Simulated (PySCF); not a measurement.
ZnCl, SMILES [Cl][Zn+], charge +1. Atoms are numbered in the order given.

```xyz
2

Zn     0.0000     0.0000    -0.7430
Cl     0.0000     0.0000     1.3112
```
Charge +1, spin multiplicity 1.

The structure is a stationary point at PBE0-D3(BJ)/def2-TZVP. The spin state was assumed, not searched.

Computed with ωB97X/def2-TZVPD (PySCF).

Gas-phase values at a fixed geometry.

Computed frontier levels, gap, dipole moment and polarisability:
* **highest occupied level**: -17.40 eV
* **lowest empty level**: -8.90 eV
* **orbital gap**: 8.50 eV
* **dipole moment about the centre of nuclear charge**: 5.74 D
* **mean static polarisability**: 29.2 bohr³ (4.33 Å³)
* **polarisability, principal values**: 23.0, 23.0, 41.8 bohr³
